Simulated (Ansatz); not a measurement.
Two structures of BH₄O₃F, closed shell, reached by relaxing down either side of one saddle point (PBE0-D4/def2-TZVP). Energies are electronic, without zero-point energy. Program: Ansatz 0.2.0. Basis: def2-TZVPP and def2-QZVPP. Cores are frozen in the correlated methods. Extrapolation: Hartree–Fock as exp(−7.88 √X), correlation as X^−2.97. First:

```
atom    x (Å)    y (Å)    z (Å)
  B1  -0.6326   0.5080   0.3021
  F2  -0.2504   1.4602  -0.5523
  O3  -1.7830  -0.1842   0.1154
  O4   0.1454   0.3049   1.3980
  H5   1.7289  -0.1716  -1.5071
  O6   1.5263  -0.9320  -0.9564
  H7  -2.2254   0.0271  -0.7094
  H8  -0.2129  -0.3790   1.9690
  H9   1.7037  -0.6336  -0.0591
```

Second:

```
9
angstrom
B -0.1161 -0.2418 0.5674
F 0.0242 1.0537 -2.2710
O -1.3181 0.1983 0.1292
O 0.0411 -0.8354 1.7810
H 0.6162 0.6490 -1.6543
O 1.0058 -0.0922 -0.2323
H -1.2813 0.5991 -0.7490
H -0.7836 -0.8981 2.2680
H 1.8118 -0.4329 0.1611
```

Which bonds change from the first to the second?

BH₂O₂F ([OH][B]([OH])[F]) + H₂O → BH₃O₃ ([OH][B]([OH])[OH]) + HF; bonds formed: B1–O6, F2–H5; bonds broken: B1–F2, H5–O6.

Give the saddle point's structure and its height above each. (To be estimated.)

By the calculation: 1.273 eV above the first and 1.384 eV above the second (CCSD(T) at an estimated basis limit (MP2 extrapolated from triple and quadruple zeta, plus CCSD(T) − MP2 in triple zeta)).
B1  (-0.185, -0.030, 0.184)
F2  (0.209, 1.408, -0.698)
O3  (-1.511, -0.299, -0.024)
O4  (0.315, 0.033, 1.459)
H5  (0.867, 0.488, -1.056)
O6  (0.843, -0.650, -0.768)
H7  (-1.791, -0.231, -0.937)
H8  (-0.369, 0.202, 2.109)
H9  (1.622, -0.921, -0.269)
(Å)

The T1 diagnostic stays at or below 0.012.

The step is the kind of ligand exchange by which a precursor binds to a hydroxyl group, or is hydrolysed, in atomic layer deposition of oxides.

Labels in which every atom is bracketed show which atoms are joined, not bond orders.

For scale, one of the runs: CCSD(T)/def2-TZVPP, 211 basis functions, launched by `ansatz run in.yaml --threads 4 --pin off --events-out ev --progress --plain --max-ram 9574MiB`. The run took 96 s on 4 CPU threads of an Arm Neoverse V1 (shared host), with 3.4 GiB of host memory at its peak.
